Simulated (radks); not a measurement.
The numbers below are computed, except where a source is named.
Problem. Successive ionisation energies (eV) of one element, from differences of total energies of ions in their ground configurations, starting at charge 0: 7.657, 17.202, 28.400, 40.554, 53.629, 67.467, 81.938, 147.62, 166.29, 185.20. Level of theory: scalar-relativistic Kohn-Sham, PBE, spin-polarised, spherical densities, finite nucleus; open shells are filled with parallel spins first (spin-orbit coupling, left out, can overturn this in heavy ions); Fermi nuclear charge, rms radius 5.3698 fm (a radial shooting solver on a logarithmic mesh with Libxc functionals). Which element is it?

Solution. Rhenium (Z = 75). The first species listed is Re in [Xe] 4f14 5d5 6s2, the last Re9+ in [Kr] 4d10 4f14 5s2 5p4.
